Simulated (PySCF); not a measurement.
C6H9N2: g tensor and hyperfine couplings

Compound: C₆H₉N₂ (doublet state).
Structure used (GFN2-xTB), in Å, numbered top down from 1:
```xyz
17
C6H9N2 angstrom
C     -3.190    0.561   -0.571
C     -2.452    0.191    0.413
C     -1.265   -0.784    0.328
C     -0.016    0.002    0.581
N      0.419    0.088    1.766
C      0.544    0.695   -0.610
N      1.700    0.625   -1.100
C      2.709   -0.241   -0.569
H     -3.311    0.422   -1.619
H     -2.605    0.561    1.419
H     -1.388   -1.535    1.108
H     -1.242   -1.251   -0.657
H      1.245    0.672    1.883
H     -0.154    1.361   -1.114
H      3.109   -0.822   -1.401
H      2.370   -0.918    0.223
H      3.519    0.386   -0.191
```

The hyperfine couplings belong to this conformer and change with its torsions.

The species is `[H]/[C]=C\CC(/C=N\C)=N/[H]` [radical].

Method used: UKS B3LYP, pcH-1 on C H N, non-relativistic, mean-field spin-orbit, GIAO in PySCF 2.14.0. One conformer (not necessarily the lowest) at the GFN2-xTB geometry, without solvent, vibrations or thermal averaging. Couplings are sensitive to structure, and on GFN2-xTB geometries they can be far from those on DFT ones. The frame is twisted about the C4–C6 bond at this geometry (dihedral C3–C4–C6–H14 = 56°); couplings at other torsion angles weren't computed. The SCF solution wasn't tested for stability.

- g1, g2, g3: 2.00174, 2.00219, 2.00271
- g_iso: 2.00221
- Form of g: rhombic: the two nearest values differ by 46 % of g3 − g1
- ⟨S²⟩: 0.7588 (exact 0.7500)
- HOMO–LUMO gap, α and β orbitals: 5.06, 4.22 eV

Isotropic coupling and dipolar principal values T1 to T3, in mT; ρ(0) is the spin density at the nucleus (MHz turned into mT with g_iso):

| atom | isotope | a_iso | T1 | T2 | T3 | Mulliken spin population | ρ(0) (bohr⁻³) |
| --- | --- | --- | --- | --- | --- | --- | --- |
| C1 | 13C | 10.38 | -2.93 | -2.17 | 5.09 | 1.03 | 0.2588 |
| C2 | 13C | -0.55 | -0.65 | 0.08 | 0.57 | -0.17 | -0.0137 |
| C3 | 13C | 2.89 | -0.32 | -0.30 | 0.62 | 0.08 | 0.0720 |
| C4 | 13C | -0.19 | -0.05 | 0.01 | 0.04 | -0.01 | -0.0048 |
| N5 | 14N | 0.09 | -0.04 | -0.03 | 0.06 | 0.02 | 0.0080 |
| C6 | 13C | 0.03 | -0.01 | -0.01 | 0.02 | 0.00 | 0.0007 |
| N7 | 14N | 0.00 | 0.00 | 0.00 | 0.00 | 0.00 | -0.0002 |
| C8 | 13C | -0.01 | 0.00 | 0.00 | 0.01 | 0.00 | -0.0001 |
| H9 | 1H | 0.95 | -1.18 | -0.22 | 1.40 | 0.00 | 0.0059 |
| H10 | 1H | 4.10 | -0.22 | -0.18 | 0.41 | 0.05 | 0.0257 |
| H11 | 1H | -0.20 | -0.16 | -0.05 | 0.21 | 0.00 | -0.0012 |
| H12 | 1H | -0.22 | -0.23 | -0.05 | 0.28 | 0.00 | -0.0014 |
| H13 | 1H | 0.01 | -0.05 | -0.02 | 0.07 | 0.00 | 0.0001 |
| H14 | 1H | -0.01 | -0.07 | -0.06 | 0.13 | 0.00 | -0.0001 |
| H15 | 1H | 0.00 | -0.01 | -0.01 | 0.02 | 0.00 | 0.0000 |
| H16 | 1H | 0.00 | -0.02 | -0.01 | 0.03 | 0.00 | 0.0000 |
| H17 | 1H | 0.00 | -0.01 | -0.01 | 0.02 | 0.00 | 0.0000 |

The Mulliken spin populations are largest on C1 (+1.03), C2 (-0.17) and C3 (+0.08). C1 is the only atom above +0.15. The positive populations add up to 1.18 and the negative ones to -0.18, together 2S = 1.

Axes: g1 points within 10° of the C1–H9 bond and g2 points within 8° of the C2–C3 bond.

Under fast tumbling the dipolar parts average out, and these isotropic splittings remain: 1 × 1H (H10, I = 1/2, 2 lines) with 4.10 mT, 1 × 1H (H9, I = 1/2, 2 lines) with 0.95 mT, 2 × 1H (H11/H12, I = 1/2, 3 lines) with 0.21 mT and 1 × 14N (N5, I = 1, 3 lines) with 0.09 mT.

Class means assume fast exchange of nuclei equivalent by connectivity; if that motion is slow, each nucleus keeps its own coupling.

The 13C coupling of C1 (290.9 MHz) shows only in satellite lines or after enrichment, since that isotope makes up about 1.07 % of natural carbon.
